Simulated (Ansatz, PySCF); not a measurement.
PySCF was given this input:
```python
from pyscf import gto, scf, dft

mol = gto.M(
    atom='''
C    -1.09862696    0.00303740   -0.02301348
Cl    0.57686873   -0.00159488    0.01208396
H    -1.60478493    0.94530203   -0.03926969
H    -1.61022182   -0.93641342   -0.02807665
''',
    basis='aug-cc-pvdz',
    spin=1,
    verbose=3,
)

mf = dft.UKS(mol)
mf.xc = 'pbe'
mf.grids.atom_grid = (99, 590)
mf.grids.prune = None
mf.kernel()
```

Task: Give the equivalent Ansatz (a first-principles code) input.

Result: This is not unique; one that fits is 
Ansatz 0.2 input:
```yaml
crystal:
  periodic: [false, false, false]
  atoms:
    - {symbol: C, position_ang: [-1.09862696, 0.00303740, -0.02301348]}
    - {symbol: Cl, position_ang: [0.57686873, -0.00159488, 0.01208396]}
    - {symbol: H, position_ang: [-1.60478493, 0.94530203, -0.03926969]}
    - {symbol: H, position_ang: [-1.61022182, -0.93641342, -0.02807665]}
basis:
  gaussian:
    orbitals: aug-cc-pVDZ
hamiltonian:
  xc: pbe
magnetization: {spin_polarized: true, initial_magnetization: 1}
accuracy: high
```

Both were run: PySCF gave -499.205915 Eh and Ansatz -499.205915 Eh, 0.000 mEh apart.
